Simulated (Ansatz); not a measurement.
CH5BCl3N (`C[NH2+][B-](Cl)(Cl)Cl`), relaxed with RKS PBE0-D4/def2-TZVP in Ansatz from a PBE-D4/def2-SVP geometry. The force threshold is 0.005 eV/Å; the program also tests the step.

The species carries charge 0 and has multiplicity 1.

Start:

```xyz
11

C     0.302   -1.010   -0.876
N     0.093   -0.386    0.454
B    -0.341    1.193    0.483
Cl    1.026    2.112   -0.339
Cl   -0.482    1.556    2.286
Cl   -1.948    1.294   -0.407
H     0.588   -2.074   -0.774
H     1.094   -0.443   -1.397
H    -0.639   -0.914   -1.447
H    -0.642   -0.882    0.985
H     0.948   -0.447    1.031
```

```tsv
step	energy (eV)	largest force (eV/Å)	largest move (Å)
1	-40843.5182	0.548	0.000
2	-40843.5522	0.160	0.020
3	-40843.5560	0.054	0.024
4 (rejected)	-40843.5539	0.305	0.019
5	-40843.5569	0.008	0.009
6	-40843.5569	0.003	0.003
```

End:

```xyz
11

C     0.298   -1.001   -0.872
N     0.093   -0.382    0.452
B    -0.335    1.174    0.480
Cl    1.015    2.104   -0.326
Cl   -0.484    1.551    2.269
Cl   -1.932    1.294   -0.400
H     0.581   -2.047   -0.757
H     1.081   -0.451   -1.389
H    -0.629   -0.918   -1.435
H    -0.631   -0.878    0.968
H     0.943   -0.447    1.010
```

Run time 31 s (4 threads of an Arm Neoverse V2 on a shared host); peak host memory 0.79 GiB.
